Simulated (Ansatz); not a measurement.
FGeH (SMILES [F][GeH]) moved off its minimum; all values from Ansatz (a first-principles code), cores frozen in correlated methods.
(charge 0, multiplicity 1)
```xyz
3

Ge    -0.0084    -0.2025     0.3706
H     -0.9305    -1.1236    -0.8335
F      0.4676     0.8406    -0.8647
```

Problem. Give the forces (eV/Å), the total energy and the dipole at CCSD(T)/aug-cc-pVTZ.

Solution. 
```tsv
atom	Fx	Fy	Fz
Ge1	-1.515	-2.177	0.195
H2	0.628	0.493	1.258
F3	0.887	1.684	-1.453
```
Energy -2175.8519 hartree, dipole 1.69 D.
